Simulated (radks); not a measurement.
Values are calculated unless marked as measured or tabulated.
Ru2+, configuration [Kr] 4d6. Level of theory: scalar-relativistic Kohn-Sham, PBE, spin-polarised, spherical densities, point nucleus; open shells are filled with parallel spins first (spin-orbit coupling, left out, can overturn this in heavy ions) (a radial shooting solver on a logarithmic mesh with Libxc functionals). Some entries of the table are withheld. Estimate them.

| orbital | occ. | eigenvalue (hartree) | r(max) (bohr) | <r> (bohr) |
|---|---|---|---|---|
| 1s down | 1 | -806.9294 | 0.02172 | 0.03344 |
| 1s up | 1 | -806.9291 | 0.02172 | 0.03344 |
| 2s up | 1 | -116.6614 | 0.1229 | 0.1457 |
| 2s down | 1 | -116.6402 | 0.1229 | 0.1457 |
| 2p up | 3 | -104.5567 | 0.09824 | 0.1270 |
| 2p down | 3 | -104.5408 | 0.09823 | 0.1270 |
| 3s up | 1 | -21.15468 | 0.3616 | 0.4027 |
| 3s down | 1 | -21.14400 | 0.3616 | 0.4026 |
| 3p up | 3 | -17.17835 | 0.3548 | 0.4030 |
| 3p down | 3 | -17.16614 | 0.3549 | 0.4030 |
| 3d up | 5 | -10.78364 | 0.3010 | 0.3842 |
| 3d down | 5 | -10.76430 | 0.3012 | 0.3841 |
| 4s up | 1 | -3.58496 | 0.9155 | 1.018 |
| 4s down | 1 | -3.48403 | 0.9120 | 1.014 |
| 4p up | 3 | -2.48224 | 0.9835 | (1) |
| 4p down | 3 | -2.37430 | 0.9789 | (2) |
| 4d up | 5 | -0.92966 | 1.194 | 1.514 |
| 4d down | 1 | -0.82078 | 1.189 | 1.545 |
| 5s up | 0 | -0.72289 | 2.402 | 2.714 |
| 5s down | 0 | -0.66402 | 2.468 | 2.801 |
| 5p up | 0 | -0.51030 | 2.879 | (3) |
| 5p down | 0 | -0.46681 | 2.969 | (4) |

Answer. 
(1) 4p up <r> (bohr): 1.122
(2) 4p down <r> (bohr): 1.118
(3) 5p up <r> (bohr): 3.260
(4) 5p down <r> (bohr): 3.387
